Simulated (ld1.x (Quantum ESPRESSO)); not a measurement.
# neodymium: PAW pseudisation with LDA (PZ), scalar-relativistic reference atom.

```
Element                 : neodymium
Generator               : ld1.x (Quantum ESPRESSO) 7.5
Type                    : PAW
Functional              : LDA (PZ)
Relativity              : scalar-relativistic
Frozen core             : [Kr] 4d10
Valence charge          : 14
Reference configuration : 4f4 5s2 5p6 5d0 6s2 6p0
Partial waves           : 5s (bound): rcut 1.98, rcutus 2.56 bohr; 6s (bound): rcut 1.98, rcutus 2.56 bohr; 5p (bound): rcut 3.08, rcutus 3.76 bohr; 6p (bound, empty): rcut 3.08, rcutus 3.76 bohr; 5d (bound, empty): rcut 3.02, rcutus 3.28 bohr; 5d channel at 3.65 Ry: rcut 3.02, rcutus 3.28 bohr; 4f (bound): rcut 0.98, rcutus 1.26 bohr; 4f channel at 3.25 Ry: rcut 0.98, rcutus 1.26 bohr
Local potential         : all-electron potential smoothed inside 3.22 bohr (lloc = -1)
Core correction         : Bessel-smoothed model core inside 0.55 bohr
Augmentation charge     : PSQ, inside the norm-conserving radii
```

Task: Does the generator finish with these settings?

Result: Yes, a potential is produced.

Task: Estimate the cutoffs (Ry, on a coarse ladder) from which the occupation-weighted sum of valence levels, in a spherical-Bessel basis at the reference potential, stays within 10 and 1 mRy of its value at 400 Ry.

Result: 90 Ry and 140 Ry.

Task: What does a ghost test show?

Result: No extra level below or beside the all-electron valence levels (s, p, d, f tested).

Task: Is the overlap operator S = 1 + Σ q|β⟩⟨β| positive definite (Bessel basis up to 400 Ry)?

Result: Yes: its lowest eigenvalue is 0.12 (s channel).

Task: Which valence shell sets the plane-wave cutoff?

Result: 4f: its level needs 120 Ry to come within 1 mRy, against 15 Ry for 6s.

Test run stopped at test 2 of 9 (negative rho), 1 before it not solved. Not counted: 4f4 5s2 5p6 5d0 6s1 6p0 (solver errors, printed error -1208 eV).
